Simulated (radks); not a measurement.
Values are calculated unless marked as measured or tabulated.
All-electron atom: Zn4+ in [Ar] 3d8 (the NIST ground configuration).

Code: a radial shooting solver on a logarithmic mesh with Libxc functionals. Model: scalar-relativistic Kohn-Sham, LDA (Slater exchange, Perdew-Wang correlation), spin-unpolarised, spherical densities, finite nucleus; Fermi nuclear charge, rms radius 3.9283 fm.

Energy parts (hartree):
| part | energy |
|---|---|
| total | -1788.46060 |
| kinetic | 1816.38747 |
| electron-nucleus | -4249.53730 |
| Hartree | 711.44929 |
| exchange-correlation | -66.76005 |

Orbitals (lengths in bohr, moments of r in powers of bohr):
orbital  occ.  eigenvalue (hartree)       <r^4>     <r^2>
1s          2             -351.8645  0.00002999  0.003415
2s          2             -44.99813    0.006369   0.06058
2p          6             -39.38361    0.004707   0.04830
3s          2              -7.13645      0.4383    0.5226
3p          6              -5.45359      0.5615    0.5719
3d          8              -2.70766       1.231    0.7476
4s          0              -1.82076       21.44     3.809
4p          0              -1.43755       35.30     4.848

The highest occupied level is 3d at -73.679 eV. Summed over all electrons, <r^2> = 10.88 bohr^2, which gives a Langevin (diamagnetic) susceptibility term of -8.61 x 10^-6 cm^3/mol. The electron density at the nucleus is 2.52e+04 e/bohr^3 (large components only). For comparison, the ionisation energy in NIST's Atomic Spectra Database is 83 eV (semi-empirical). In exact Kohn-Sham theory the highest level is minus the ionisation energy, but local and semilocal functionals leave it too shallow, through self-interaction and a potential that decays too fast; potentials with the right tail come closer.

Beside tabulated values, note that spin-unpolarised runs miss the spin-polarisation part of the exchange energy of open shells.
